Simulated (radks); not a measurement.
The numbers below are computed, except where a source is named.
Polarisability of neutral argon, [Ar], at imaginary frequency. Code: a radial shooting solver on a logarithmic mesh with Libxc functionals. Model: non-relativistic Kohn-Sham, LDA (Slater exchange, Perdew-Wang correlation), spin-polarised, spherical densities, point nucleus. Response by self-consistent Sternheimer equations with the Hartree and adiabatic LDA kernel.

w (hartree),alpha1(iw) (bohr^3),alpha2(iw) (bohr^5)
0.00266,12.00,61.57
0.0143,11.99,61.54
0.0360,11.96,61.37
0.0697,11.83,60.82
0.118,11.53,59.48
0.186,10.91,56.75
0.280,9.850,51.94
0.413,8.290,44.69
0.605,6.352,35.37
0.892,4.324,25.17
1.35,2.555,15.64
2.12,1.282,8.155
3.59,0.5354,3.364
6.94,0.1782,0.9923
17.5,0.03888,0.1646

Static values: alpha1 = 12.00 bohr^3 (1.779 angstrom^3; uncoupled 17.97), alpha2 = 61.57 bohr^5, alpha3 = 692.1 bohr^7. C6 = 70.49, C8 = 1906, triple-dipole C9 = 612.2 atomic units. One-pole (London) frequency 4 C6 / (3 alpha1^2) = 0.653 hartree, against 0.382 for minus the highest occupied eigenvalue. The dipole shielding factor is 1.000, as the force sum rule N/Z = 1.000 demands. Recommended static value: 11.083 bohr^3 (Schwerdtfeger and Nagle, 2023 table).
